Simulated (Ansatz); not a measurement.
C5H15O5Ta, SMILES `C[O][Ta]([O]C)([O]C)([O]C)[O]C` from Hartree–Fock to CCSD(T)

```csv
atom,x (Å),y (Å),z (Å)
C1,0.620,-1.354,2.621
O2,0.359,-1.243,1.253
Ta3,-0.288,0.142,0.092
O4,0.033,-1.102,-1.338
C5,0.749,-2.234,-1.702
O6,0.875,1.401,-0.768
C7,1.544,1.474,-1.992
O8,-2.146,0.209,-0.279
C9,-3.046,-0.375,-1.176
O10,-0.355,1.361,1.559
C11,0.236,2.433,2.210
H12,1.698,-1.455,2.792
H13,0.257,-0.479,3.171
H14,0.126,-2.246,3.019
H15,0.141,-2.877,-2.348
H16,1.037,-2.803,-0.810
H17,1.658,-1.965,-2.252
H18,2.626,1.509,-1.826
H19,1.251,2.387,-2.520
H20,1.312,0.613,-2.627
H21,-3.781,-0.972,-0.628
H22,-3.576,0.406,-1.728
H23,-2.523,-1.022,-1.889
H24,0.834,2.095,3.064
H25,-0.533,3.118,2.582
H26,0.891,2.980,1.521
```

The species carries charge 0 and has multiplicity 1. Correlated methods include outer-core shells of Ta, which these sets cover unevenly. Ta takes the def2 core potential. All single points use the PBE0-D4/def2-TZVP geometry. It is one conformer, not always the lowest. Frozen core, restricted reference, Ansatz.

| basis | HF (Eh) | MP2 corr. |
| --- | --- | --- |
| def2-SVP | -628.53339 | -1.94265 |
| def2-TZVPP | -629.23775 | -2.48062 |
| def2-QZVPP | -629.26536 | -2.68003 |

(1) Estimate the CCSD correlation energy and the (T) correction in each basis where they were run (hartree).

## Answers

(1) 
```
     basis  CCSD corr.       (T)
  def2-SVP    -2.01506  -0.06414
def2-TZVPP    -2.52322  -0.10691
```
